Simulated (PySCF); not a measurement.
**Dy: excitation energy**

Dy [Xe] 4f10 6s2 (high-spin determinant) → Dy [Xe] 4f10 5d1 6s1 (high-spin determinant), as a difference of total energies. All numbers are calculated (PySCF 2.14, the spin-free X2C one-electron Hamiltonian (Gaussian nucleus), in cc-pVDZ-X2C (8s7p5d3f1g, 84 functions)). Correlated levels: valence: [Kr] 4d10 frozen. The calculations carry no spin-orbit coupling.

```tsv
method	excitation energy (eV)
UHF	1.987
MP2 (valence)	2.416
SCS-MP2 (valence)	2.630
CCSD (valence)	2.467
CCSD(T) (valence)	2.524
```

**Question.** How much does correlation contribute at CCSD(T) (valence)?

**Answer.** 2.524 − (1.987) = 0.537 eV, measured against UHF.

A first-order spin-orbit estimate (lowest level to lowest level, LS coupling) adds 0.074 eV.

The determinant of the lower state and of the upper state mixes LS terms, which raises its energy above the lowest term, most at the Hartree-Fock and MP2 levels.
